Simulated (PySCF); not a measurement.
A geometry optimisation, step by step.

Species: C6H11NOSi2.
Atom-mapped SMILES: `[CH2:1]=[CH:2]/[C:3]([SiH3:4])=[C:5](/[SiH3:6])[O:7][CH2:8][C:9]#[N:10]` (hydrogens: H11, H12 on C1; H13 on C2; H14, H15, H16 on Si4; H17, H18, H19 on Si6; H20, H21 on C8)

Computed by this run: PBE0-D3(BJ)/def2-SVP geometry optimisation, gas phase (PySCF); density fitting, grid level 1; the optimiser is geomeTRIC in internal coordinates, started from a GFN2-xTB structure. 6 of its 15 geometries are shown. The frame can shift and turn from step to step; on so coarse a grid that alone can change the energy by a few meV, and forces under 0.02 eV/Å are noise.

Step 0: E = -25660.5839 eV, largest atomic force 1.874 eV/Å
```
atom  x, y, z in Å  |  force x, y, z in eV/Å
C1     -2.678    1.679    0.191   -0.177   0.101  -0.006
C2     -1.407    1.340    0.011    0.299  -0.107  -0.035
C3     -0.917   -0.026   -0.105   -0.093  -0.204  -0.136
Si4    -2.116   -1.350   -0.711    0.419   0.393   0.246
C5      0.384   -0.284    0.166    0.434   0.311   0.254
Si6     1.149   -2.019    0.232   -0.074   0.508  -0.121
O7      1.147    0.791    0.589    0.031  -0.341  -0.160
C8      2.538    0.762    0.369   -0.478  -0.127   0.263
C9      2.979    2.099    0.018   -0.450  -1.292   0.309
N10     3.308    3.157   -0.262    0.587   1.720  -0.456
H11    -2.978    2.710    0.279   -0.143   0.569   0.053
H12    -3.460    0.944    0.279   -0.495  -0.428   0.025
H13    -0.651    2.115   -0.027    0.259   0.305   0.002
H14    -3.049   -0.735   -1.657   -0.349   0.202  -0.322
H15    -1.381   -2.406   -1.415    0.300  -0.430  -0.202
H16    -2.860   -1.941    0.407   -0.321  -0.265   0.376
H17     0.170   -2.967    0.748   -0.438  -0.442   0.130
H18     1.640   -2.398   -1.098    0.149  -0.267  -0.436
H19     2.292   -1.991    1.157    0.360   0.043   0.292
H20     3.071    0.449    1.281    0.086  -0.111   0.037
H21     2.812    0.086   -0.452    0.094  -0.140  -0.114
```

Step 3: E = -25660.6970 eV, largest atomic force 0.099 eV/Å
```
atom  x, y, z in Å  |  force x, y, z in eV/Å
C1     -2.740    1.727    0.343    0.012   0.000  -0.013
C2     -1.451    1.385    0.198   -0.019  -0.007  -0.032
C3     -0.945    0.018    0.043   -0.009   0.020   0.032
Si4    -2.155   -1.351   -0.416   -0.012   0.003   0.007
C5      0.389   -0.224    0.165    0.043   0.010  -0.088
Si6     1.163   -1.965    0.205   -0.003  -0.011  -0.014
O7      1.194    0.857    0.413   -0.018   0.003   0.056
C8      2.557    0.788    0.108    0.020  -0.015  -0.004
C9      3.030    2.119   -0.276   -0.040   0.011   0.013
N10     3.404    3.170   -0.579    0.018  -0.011  -0.005
H11    -3.031    2.772    0.467   -0.005   0.006   0.001
H12    -3.550    0.990    0.354    0.000  -0.002   0.001
H13    -0.693    2.173    0.213    0.001  -0.002   0.024
H14    -3.169   -0.798   -1.360   -0.001  -0.006  -0.001
H15    -1.428   -2.453   -1.116    0.026  -0.009   0.007
H16    -2.865   -1.928    0.766    0.003   0.002   0.012
H17     0.210   -2.945    0.790   -0.017   0.003   0.019
H18     1.597   -2.427   -1.149   -0.006   0.001  -0.004
H19     2.369   -1.892    1.083    0.002  -0.007  -0.005
H20     3.153    0.441    0.972    0.001   0.005   0.001
H21     2.761    0.103   -0.736    0.004   0.004  -0.006
```

Step 6: E = -25660.7029 eV, largest atomic force 0.065 eV/Å
```
atom  x, y, z in Å  |  force x, y, z in eV/Å
C1     -2.745    1.733    0.295   -0.007   0.029  -0.001
C2     -1.452    1.389    0.207   -0.007  -0.023   0.013
C3     -0.943    0.026    0.046    0.030   0.002  -0.057
Si4    -2.137   -1.365   -0.393    0.008   0.010   0.046
C5      0.394   -0.218    0.151    0.002  -0.014   0.038
Si6     1.138   -1.975    0.191    0.015   0.030  -0.015
O7      1.200    0.858    0.418    0.008  -0.017   0.007
C8      2.562    0.799    0.101   -0.035  -0.001   0.004
C9      3.031    2.144   -0.238    0.018  -0.006  -0.003
N10     3.420    3.197   -0.512   -0.008   0.006   0.000
H11    -3.037    2.778    0.425   -0.011  -0.009   0.009
H12    -3.558    1.001    0.248    0.006   0.006  -0.011
H13    -0.693    2.174    0.285   -0.006  -0.005  -0.014
H14    -3.176   -0.855   -1.334    0.005   0.004  -0.004
H15    -1.384   -2.458   -1.081   -0.009   0.005   0.004
H16    -2.813   -1.937    0.812   -0.006  -0.002  -0.016
H17     0.203   -2.907    0.879    0.004  -0.003  -0.004
H18     1.466   -2.483   -1.175   -0.010  -0.011   0.007
H19     2.402   -1.913    0.985    0.009   0.013  -0.006
H20     3.163    0.425    0.950    0.003  -0.007  -0.003
H21     2.762    0.146   -0.769   -0.009  -0.007   0.005
```

Step 8: E = -25660.7061 eV, largest atomic force 0.056 eV/Å
```
atom  x, y, z in Å  |  force x, y, z in eV/Å
C1     -2.737    1.745    0.240    0.012   0.029   0.011
C2     -1.444    1.389    0.214   -0.029  -0.009   0.011
C3     -0.941    0.024    0.058    0.024  -0.045  -0.023
Si4    -2.141   -1.366   -0.358    0.005  -0.006  -0.019
C5      0.394   -0.229    0.175   -0.026   0.010  -0.025
Si6     1.147   -1.982    0.180   -0.010  -0.013   0.033
O7      1.201    0.841    0.455    0.027   0.014   0.033
C8      2.552    0.799    0.095    0.008   0.005  -0.013
C9      3.010    2.157   -0.203    0.021  -0.012  -0.004
N10     3.394    3.220   -0.446   -0.013   0.006   0.002
H11    -3.023    2.791    0.374   -0.014   0.000  -0.006
H12    -3.554    1.024    0.137    0.007   0.003   0.006
H13    -0.682    2.166    0.335   -0.007  -0.006  -0.002
H14    -3.159   -0.877   -1.333    0.001  -0.001  -0.003
H15    -1.386   -2.482   -1.005   -0.002   0.001   0.009
H16    -2.845   -1.904    0.845    0.000   0.014   0.007
H17     0.265   -2.914    0.936    0.006  -0.003  -0.003
H18     1.387   -2.507   -1.197   -0.005   0.006  -0.005
H19     2.460   -1.905    0.889   -0.003  -0.003  -0.008
H20     3.181    0.389    0.905   -0.003   0.006  -0.001
H21     2.722    0.182   -0.807    0.003   0.004   0.001
```

Step 11: E = -25660.7077 eV, largest atomic force 0.091 eV/Å
```
atom  x, y, z in Å  |  force x, y, z in eV/Å
C1     -2.675    1.767    0.152    0.006   0.000   0.005
C2     -1.390    1.383    0.186    0.020  -0.028  -0.004
C3     -0.911    0.005    0.050   -0.021   0.049   0.074
Si4    -2.167   -1.350   -0.304   -0.005  -0.005  -0.033
C5      0.411   -0.280    0.211    0.024  -0.015  -0.030
Si6     1.150   -2.042    0.180   -0.010   0.009  -0.040
O7      1.233    0.764    0.557   -0.035   0.005  -0.004
C8      2.537    0.811    0.045    0.018  -0.002   0.001
C9      2.942    2.212   -0.084   -0.024   0.007  -0.004
N10     3.266    3.316   -0.190    0.013  -0.012   0.003
H11    -2.947    2.819    0.263   -0.005   0.001   0.001
H12    -3.501    1.062    0.019   -0.003   0.001  -0.001
H13    -0.617    2.142    0.336    0.005   0.008  -0.005
H14    -3.062   -0.944   -1.428    0.003   0.001  -0.002
H15    -1.453   -2.597   -0.706    0.008  -0.011   0.015
H16    -3.006   -1.638    0.898   -0.006  -0.003  -0.005
H17     0.411   -2.953    1.098   -0.005   0.009   0.015
H18     1.152   -2.611   -1.201    0.010  -0.005   0.005
H19     2.564   -1.949    0.650    0.006   0.004   0.009
H20     3.258    0.301    0.709    0.004  -0.009  -0.001
H21     2.608    0.343   -0.953   -0.004  -0.004  -0.002
```

Step 14: E = -25660.7099 eV, largest atomic force 0.025 eV/Å
```
atom  x, y, z in Å  |  force x, y, z in eV/Å
C1     -2.673    1.769    0.195   -0.009  -0.001  -0.004
C2     -1.386    1.389    0.201   -0.014   0.013   0.006
C3     -0.914    0.011    0.066    0.003  -0.020  -0.007
Si4    -2.168   -1.336   -0.329    0.003   0.008   0.019
C5      0.408   -0.280    0.211    0.006   0.002   0.001
Si6     1.142   -2.044    0.194    0.002   0.001   0.015
O7      1.237    0.762    0.549    0.014   0.001  -0.021
C8      2.533    0.801    0.017   -0.006  -0.006   0.009
C9      2.955    2.197   -0.097   -0.007   0.003   0.007
N10     3.299    3.297   -0.188    0.006  -0.001  -0.003
H11    -2.951    2.820    0.299    0.011   0.001   0.000
H12    -3.498    1.057    0.093    0.000   0.000   0.001
H13    -0.610    2.151    0.322   -0.004  -0.005   0.004
H14    -2.989   -0.942   -1.512    0.002   0.000  -0.004
H15    -1.446   -2.602   -0.653   -0.004   0.003  -0.002
H16    -3.082   -1.592    0.825   -0.002   0.001  -0.004
H17     0.409   -2.931    1.142    0.001  -0.003  -0.007
H18     1.140   -2.641   -1.174   -0.001   0.002  -0.001
H19     2.559   -1.944    0.657   -0.001   0.000  -0.003
H20     3.258    0.271    0.660    0.001   0.000  -0.001
H21     2.580    0.346   -0.989    0.001   0.003  -0.001
```

**Question.** Summarise the path.

**Answer.** The energy falls by 12.16 kJ/mol from step 0 to step 14; nine tenths of that is first reached at step 4. It rises by more than 0.2 meV at step 11. The largest force goes from 1.874 to 0.025 eV/Å. Among the bonds Si6–H17 changes most, from 1.458 to 1.490 Å; the atoms move by 0.326 Å rms after alignment.

The cost below is that of the whole optimisation. Hardware: Arm Neoverse V2, one thread, on a shared host. Cost: 5.7 min wall, 0.88 GiB resident at most.
